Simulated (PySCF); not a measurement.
Sn(F)3(SiH3) (F3H3SiSn), SMILES [F][Sn]([F])([F])[SiH3]. Atoms are numbered in the order given.

```xyz
8

F      1.5333    -0.8853    -1.0625
Sn     0.0000     0.0000    -0.2474
F      0.0000     1.7705    -1.0625
F     -1.5333    -0.8853    -1.0625
Si     0.0000     0.0000     2.3391
H      1.2425     0.7173     2.7698
H      0.0000    -1.4347     2.7698
H     -1.2425     0.7173     2.7698
```
Charge 0, spin multiplicity 1.

Coordinates come from a PBE-D3(BJ)/def2-SVP optimisation. The def2 effective core potentials stand for the cores of Sn; spin–orbit coupling is left out.

Method: TDA-B3LYP/def2-SVPD (PySCF).

Vertical excitations; the highest root listed may be one member of a degenerate set. Gas-phase values at a fixed geometry. State labels are in the subgroup Cs.

| state | symmetry | energy (eV) | λ (nm) | f | main pairs |
|---|---|---|---|---|---|
| S1 | A' | 6.54 | 190 | 0.544 | HOMO→LUMO 87 % |
| S2 | A" | 6.70 | 185 | 0.000 | HOMO−1→LUMO 98 % |
| S3 | A' | 6.81 | 182 | 0.000 | HOMO−3→LUMO (degenerate set) |
| S4 | A" | 6.81 | 182 | 0.000 | HOMO−2→LUMO (degenerate set) |
| S5 | A" | 7.03 | 176 | 0.004 | HOMO−4→LUMO (degenerate set) |
| S6 | A' | 7.03 | 176 | 0.004 | HOMO−5→LUMO (degenerate set) |
| S7 | A' | 7.37 | 168 | 0.108 | HOMO→LUMO+2, HOMO−6→LUMO, HOMO−3→LUMO (degenerate set) |
| S8 | A" | 7.37 | 168 | 0.108 | HOMO→LUMO+1, HOMO−7→LUMO, HOMO−2→LUMO (degenerate set) |
| S9 | A' | 7.45 | 166 | 0.000 | HOMO−6→LUMO, HOMO→LUMO+2 (degenerate set) |
| S10 | A" | 7.45 | 166 | 0.000 | HOMO−7→LUMO, HOMO→LUMO+1 (degenerate set) |
| T1 | A' | 5.07 | 245 | 0 | HOMO→LUMO 98 % |
| T2 | A" | 6.35 | 195 | 0 | HOMO→LUMO+1 (degenerate set) |
| T3 | A' | 6.35 | 195 | 0 | HOMO→LUMO+2 (degenerate set) |
| T4 | A" | 6.38 | 194 | 0 | HOMO−1→LUMO 94 % |
Triplets are in the Tamm–Dancoff approximation.
